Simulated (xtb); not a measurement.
Al(F)(SH)2 (AlFH₂S₂), SMILES [F][Al]([SH])[SH]. All values are semi-empirical tight-binding results from xtb (GFN2-xTB unless named), good for trends rather than for accurate numbers. Geometry optimised at GFN2-xTB. One conformer was computed; it need not be the lowest.

For metal compounds this method's bond lengths and energies can be far off.

```
Property                                      Result
-------------------------------------  -------------
orbital gap                                  3.56 eV
zero-point energy                      12.1 kcal/mol
G − E(el) at 298.15 K (modified RRHO)  -7.8 kcal/mol
```
